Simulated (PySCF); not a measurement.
4-bromobuta-1,2-diene (C4H5Br), SMILES BrCC=C=C.

The structure is a stationary point at r2SCAN-D4/def2-SVP. One conformer was computed; it need not be the lowest.

Two levels are set side by side: TDA-PBE/def2-SVPD (PySCF) and TDA-ωB97X/def2-SVPD (PySCF). Vertical, same geometry. The lowest singlet is HOMO−1→LUMO 61 %, HOMO→LUMO 28 % with PBE and HOMO→LUMO 41 %, HOMO−1→LUMO 14 %, HOMO→LUMO+1 13 %, HOMO−2→LUMO 7 % with the other functional; states are paired by order. Differences are taken from unrounded values.

```json
[
 {"quantity": "lowest singlet excitation (eV)", "TDA-ωB97X": "5.77", "TDA-PBE": "4.92", "TDA-PBE minus TDA-ωB97X": "-0.86"},
 {"quantity": "lowest triplet excitation (TDA) (eV)", "TDA-ωB97X": "4.37", "TDA-PBE": "4.10", "TDA-PBE minus TDA-ωB97X": "-0.27"},
 {"quantity": "first bright state (f over 0.05) (eV)", "TDA-ωB97X": "7.02", "TDA-PBE": "5.55", "TDA-PBE minus TDA-ωB97X": "-1.48"},
 {"quantity": "its oscillator strength", "TDA-ωB97X": "0.55", "TDA-PBE": "0.08", "TDA-PBE minus TDA-ωB97X": "-0.47"}
]
```

Functionals without exact exchange tend to place singlet excitations lower, as here. Differences between two approximate levels are no errors against the true value.

Rough cost on one machine, each run with all the roots and properties that it gave: TDA-ωB97X against TDA-PBE about 5 times.
